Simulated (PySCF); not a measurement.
C3H11BSi, SMILES [SiH3]CB(C)C. Atoms are numbered in the order given.

```xyz
16

Si     1.7985    -0.3044    -0.1170
C      0.2927    -0.1273     1.0102
B     -0.9634     0.1522     0.1206
C     -1.4145     1.6362    -0.1482
C     -1.7528    -1.0338    -0.5496
H      3.0374    -0.5310     0.6899
H      1.9949     0.9311    -0.9373
H      1.6281    -1.4603    -1.0508
H      0.2294    -1.0756     1.5701
H      0.5326     0.6965     1.7034
H     -1.9582     1.7792    -1.0947
H     -2.1316     1.8829     0.6596
H     -0.6030     2.3765    -0.0746
H     -2.8398    -0.8520    -0.5693
H     -1.4456    -1.0676    -1.6130
H     -1.5578    -2.0289    -0.1231
```
Charge 0, spin multiplicity 1.

Geometry: PBE0-D3(BJ)/def2-SVP. This is a generated structure with no PubChem entry under its InChIKey; it may be hypothetical. One conformer was computed; it need not be the lowest.

These are TDDFT-PBE/def2-SVPD run with PySCF values and carry that method's errors.

Vertical excitations. The molecule is in vacuum.

| state | energy (eV) | λ (nm) | f | main pairs |
|---|---|---|---|---|
| S1 | 5.90 | 210 | 0.035 | HOMO→LUMO 94 % |
| S2 | 5.95 | 209 | 0.004 | HOMO−1→LUMO 96 % |
| S3 | 6.67 | 186 | 0.000 | HOMO−3→LUMO 97 % |
| S4 | 6.73 | 184 | 0.022 | HOMO−2→LUMO 90 % |
| S5 | 6.76 | 183 | 0.024 | HOMO→LUMO+1 98 % |
| S6 | 6.88 | 180 | 0.026 | HOMO−1→LUMO+1 100 % |
| S7 | 7.26 | 171 | 0.167 | HOMO−4→LUMO 88 % |
| S8 | 7.49 | 165 | 0.010 | HOMO→LUMO+2 98 % |
| S9 | 7.60 | 163 | 0.003 | HOMO−5→LUMO 62 %, HOMO−1→LUMO+2 35 % |
| S10 | 7.61 | 163 | 0.002 | HOMO−1→LUMO+2 64 %, HOMO−5→LUMO 31 % |
| T1 | 5.36 | 231 | 0 | HOMO→LUMO 99 % |
| T2 | 5.51 | 225 | 0 | HOMO−1→LUMO 99 % |
| T3 | 6.32 | 196 | 0 | HOMO−2→LUMO 98 % |
| T4 | 6.55 | 189 | 0 | HOMO−3→LUMO 99 % |
Triplets are in the Tamm–Dancoff approximation, which puts them higher than full response would, so one can lie above its singlet here.
